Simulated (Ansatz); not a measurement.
System: Si$_{2}$H$_{4}$Cl, charge 0, doublet. Si2H4Cl (SMILES [SiH]([SiH3])Cl, doublet).
B3LYP-D3(BJ)/def2-TZVP minimum from Ansatz (a first-principles code):
```
Si
H 1 1.4801
H 1 1.4826 2 109.61
H 1 1.4839 2 109.34 3 -119.97
Si 1 2.3444 2 108.55 4 -122.18
H 5 1.4880 1 114.11 2 -178.43
Cl 5 2.0794 6 106.83 1 121.55
```
Charge 0, spin multiplicity 2.

Total energies in cc-pV(D+d)Z, 19 correlated electrons, 15 frozen orbitals. UHF or UKS for unpaired electrons; spin-orbit terms are left out. Correlated methods leave the cores frozen. No relativity.

```tsv
method	program	energy (Eh)	minus CCSDT(Q) (mEh)
HF	Ansatz	-1039.71510	384.75
MP2	Ansatz	-1040.03454	65.31
CCSD	Ansatz	-1040.08816	11.69
CCSD(T)	Ansatz	-1040.09775	2.10
CCSDT(Q)	Ansatz	-1040.09985	0.00
```

Rough core times of Ansatz's runs on a shared machine: CCSD(T) under 20 s, CCSDT(Q) 40 min.
